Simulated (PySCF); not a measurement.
# O (oxygen, neutral) across methods

[He] 2s1 2p5, high-spin 3P determinant (an excited configuration). Computed with PySCF 2.14 in ANO-RCC-VTZP (4s3p2d1f, 30 functions), with scalar relativity by spin-free X2C-1e.

| method | E (hartree) | mean ε 2s α (eV) | mean ε 2p α (eV) | mean ε 2p β (eV) | Σ⟨r²⟩ (bohr²) | ⟨S²⟩ |
| --- | --- | --- | --- | --- | --- | --- |
| LC-wPBE | -74.5561 | -31.938 | -15.949 | -12.440 | 12.22 | 2.008 |
| PBE0 | -74.5164 | -29.628 | -13.164 | -9.211 | 12.24 | 2.013 |
| LDA | -74.0525 | -25.755 | -11.007 | -7.889 | 12.54 | 2.011 |
| revPBE | -74.5922 | -26.057 | -10.823 | -7.768 | 12.39 | 2.010 |
| PBE | -74.5320 | -26.014 | -10.864 | -7.813 | 12.42 | 2.009 |
| r2SCAN | -74.5564 | -27.855 | -11.621 | -7.914 | 12.22 | 2.017 |
| PBEsol | -74.2786 | -25.861 | -10.829 | -7.703 | 12.44 | 2.010 |
| UHF | -74.24908 | -40.246 | -19.886 | -12.140 | 12.27 | 2.045 |
| M06-2X | -74.5630 | -32.236 | -15.184 | -10.884 | 12.23 | 2.015 |
